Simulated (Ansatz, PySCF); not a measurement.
Dissociation curve of MgN (cation, charge +1), lowest triplet found (which spin is the ground state isn't settled by this scan).

Computed with: FCI = full CI/aug-cc-pVDZ, frozen core (Ansatz, a quantum-chemistry and plane-wave program); UKS-B3LYP/6-311+G** = unrestricted B3LYP/6-311+G**, spherical d (PySCF); ROCCSD(T) = CCSD(T) on ROHF/aug-cc-pVDZ, frozen core in Ansatz.

Energies are in kJ/mol, each relative to the lowest point of its own curve between 1.76 and 2.66 Å, where full CI is lowest.

```tsv
R / Å	FCI	UKS-B3LYP/6-311+G**	ROCCSD(T)
1.52	333.3	301.9	330.1
1.67	137.0	117.7	135.0
1.76	73.3	59.0	71.6
1.86	31.8	22.0	30.5
1.95	11.8	5.8	10.9
2.02	3.8	0.7	3.3
2.07	1.0	0.0	0.7
2.14	0.0	1.9	0.0
2.19	0.8	4.7	1.0
2.28	4.3	11.8	4.9
2.38	10.0	21.2	11.0
2.52	19.0	34.9	20.5
2.66	27.9	47.5	29.6
2.87	39.2	62.8	—
3.09	48.0	74.4	—
3.41	56.3	85.0	—
3.72	61.0	90.8	—
4.22	64.8	95.5	—
4.65	66.2	97.3	—
5.33	67.4	98.3	—
6.18	68.0	98.7	—
7.22	68.3	98.9	—
```

At the longest distance, 7.22 Å, UKS-B3LYP/6-311+G** lies highest above its minimum (98.9 kJ/mol) and FCI lowest (68.3 kJ/mol).

A dash means that the run gave no value there, or that the column was ended at a point which the program doubted or which failed a test of continuity chosen for this set; such a test can also cut sound points.

Also computed but left out beside FCI, since their determinant holds another spin at the minimum (<S²> over 0.7 above the pure value): UHF, UMP2, UCCSD, UCCSD(T), UCCSDT, UCCSDT(Q), UMP2/3-21G. The unrestricted determinant behind UKS-B3LYP/6-311+G** is spin-contaminated at 1.86 to 7.22 Å (<S²> up to 3.0, against 2.00 for a pure triplet). The T1 diagnostic of CCSD on the restricted reference of ROCCSD(T) exceeds 0.045 at 1.67 to 3.09 Å.
